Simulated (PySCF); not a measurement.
A thermochemical cycle for PBr

PBE in PySCF with def2-TZVPPD on every atom, for the lowest determinant that a PBE0 search found; no spin–orbit coupling. PBr, a triplet (π ↑↑), has De = 3.27 eV to neutral atoms, and PBr⁺, a doublet (π ↑), has De = 4.81 eV to P⁺ + Br.

At the same level the P atom ionises at 10.49 eV.

Task: What is the adiabatic ionisation energy of the molecule, and does ionisation strengthen or weaken the bond?

Result: IE = IE(P) + De(neutral) − De(ion) = 10.49 + 3.27 − 4.81 = 8.95 eV. De changes by +1.54 eV, so ionisation strengthens the bond.

Spin–orbit coupling is left out. For an ion De counts to the pair picked by the measured ionisation energies or electron affinities, which need not be the lowest pair at this level. States were picked by a PBE0 search and need not be the measured ground states.
